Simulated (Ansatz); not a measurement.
Problem. Name a neutral molecule of K, S and H with HOMO energy (B3LYP/def2-TZVPP) between -4.55 and -4.25 eV and LUMO energy (ωB97M-V/def2-TZVPP) between -1.05 and -0.75 eV (Ansatz, PBE0-D4/def2-TZVP geometry).

Solution. `[SH][K]` (-4.50 eV, -0.77 eV). Other molecules can fit too; these were computed, each in one conformer that needn't be the lowest.

B3LYP here is the variant with VWN-RPA as its local correlation; programs differ in this.
